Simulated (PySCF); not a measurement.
# W: ionisation energy

W [Xe] 4f14 5d4 6s2 (5D) → W⁺ [Xe] 4f14 5d4 6s1 (6D), as a difference of total energies. Computed with PySCF 2.14 in aug-cc-pVDZ-PP with ECP60MDF, with scalar relativity through the core potential. Correlated levels: valence: 5s2 5p6 frozen. The calculations carry no spin-orbit coupling.

```json
{"method": "UHF", "ionisation energy (eV)": "5.909", "error (eV)": "-1.916"}
{"method": "MN15", "ionisation energy (eV)": "7.934", "error (eV)": "+0.109"}
{"method": "M06-2X", "ionisation energy (eV)": "8.204", "error (eV)": "+0.379"}
{"method": "MP2 (valence)", "ionisation energy (eV)": "7.144", "error (eV)": "-0.681"}
{"method": "SCS-MP2 (valence)", "ionisation energy (eV)": "7.380", "error (eV)": "-0.445"}
```

Reference: 7.825 eV (measured; NIST levels, between the centres of gravity of the two terms).

Errors of the correlated levels include the incompleteness of this basis and the frozen core.

MP2 underrates the near-degeneracy of ns² with np² in the lower species.
